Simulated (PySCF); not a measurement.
## TiH2 at several levels of theory

All levels use the PBE0 minimum (triplet; Ti–H 1.757 Å (×2); H–Ti–H 122.2°), basis [Ti def2-TZVP, H def2-TZVP], no relativity, density fitting, no spin–orbit coupling, PySCF. For vertical energies the ionised species is a doublet (spins chosen at PBE0 and kept) and the electron-attached one a quartet. Atomisation goes to high-spin ground-configuration atoms, without zero-point energy. Open shells are unrestricted, also as the reference of the correlated levels. A dash marks a value that was not computed or is not defined at that level.

```
  level  atomisation (kJ/mol)  vertical IP (eV)  vertical EA (eV)  −ε(HOMO) (eV)  dipole (D)
CCSD(T)                     ?                 ?                 ?              –           –
     HF                   333              7.47             -0.29           9.04        4.40
    MP2                   435              7.57             -0.12              –           –
   PBE0                   513              7.64              0.23           5.57        3.32
    PBE                   550              7.54              0.31           4.30        2.83
  B3LYP                   527              7.73              0.22           5.36        3.21
 r2SCAN                   563              7.65              0.28           4.63        3.09
  TPSSh                   570              7.54              0.21           4.89        3.21
  B97-3                     ?                 ?                 ?              ?           ?
   BP86                   576              7.65              0.43           4.44        2.84
```

Q: Fill in the row of CCSD(T).

A: atomisation (kJ/mol) 460, vertical IP (eV) 7.46, vertical EA (eV) -0.03.

Q: Fill in the row of B97-3.

A: atomisation (kJ/mol) 498, vertical IP (eV) 7.57, vertical EA (eV) 0.08, −ε(HOMO) (eV) 5.56, dipole (D) 3.26.

For TiH₂ itself CCSD(T) correlates 14 electrons; T1 = 0.035, D1 = 0.125, (T) = -22 kJ/mol.

Spin contamination in at least one species weakens the values at: HF, MP2.

Without diffuse functions attachment energies tend to come out too low.

With open d or f shells other occupations or spin states may lie lower.
